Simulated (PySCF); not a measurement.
Molecule: SMILES C=Cc1cccn1[SiH3], C6H9NSi.

Bonds (- single, = double, # triple, : aromatic): C1=C2, C2-C3, C3:C4, C4:C5, C5:C6, C6:N7, N7-Si8, N7:C3. C1 carries H9, H10; C2 carries H11; C4 carries H12; C5 carries H13; C6 carries H14; Si8 carries H15, H16, H17. H10 is cis to C3; H9 is trans to C3.

Frames of a GFN2-xTB Langevin trajectory at 400 K; GIAO PBE0/pcSseg-1 shieldings in PySCF 2.14.0 with density-fitted response routines, gas phase, non-relativistic; equivalent atoms averaged within each frame.

Chemical shifts δ = σref − σ; 13C (σref 186.93), 29Si (σref 349.16), 1H (σref 31.72) against TMS; NH3 for 15N (σref 267.73), all at this level. The references are static minima.

Task: How do the shifts (ppm) fluctuate along the trajectory?

Result: 
| time (fs) | C3 | C6 | C2 | C5 | C4 | C1 | N7 | Si8 | H14 | H11 |
| --- | --- | --- | --- | --- | --- | --- | --- | --- | --- | --- |
| 250 | 143.1 | 138.1 | 138.1 | 114.7 | 110.0 | 106.0 | 175.8 | -50.3 | 8.15 | 7.29 |
| 425 | 148.8 | 134.8 | 142.5 | 118.3 | 120.6 | 124.1 | 165.4 | -50.5 | 7.27 | 7.49 |
| 625 | 143.9 | 130.7 | 131.0 | 122.4 | 120.0 | 122.5 | 159.2 | -52.1 | 7.26 | 7.20 |
| 800 | 143.2 | 134.1 | 136.1 | 125.2 | 122.3 | 121.9 | 158.7 | -54.4 | 6.99 | 7.40 |
| 1000 | 138.2 | 135.3 | 142.1 | 118.7 | 113.1 | 113.2 | 168.8 | -55.4 | 7.41 | 6.62 |
| mean of frames | 143.4 | 134.6 | 137.9 | 119.9 | 117.2 | 117.5 | 165.6 | -52.5 | 7.42 | 7.20 |
| standard deviation | 3.7 | 2.7 | 4.7 | 4.1 | 5.3 | 7.7 | 7.1 | 2.3 | 0.44 | 0.34 |

5 frames give an uncertainty of the mean of about the standard deviation over 2.2 at best, since frames this close in time may not be independent; classical motion lacks zero-point vibration, and the reference would need the same averaging.
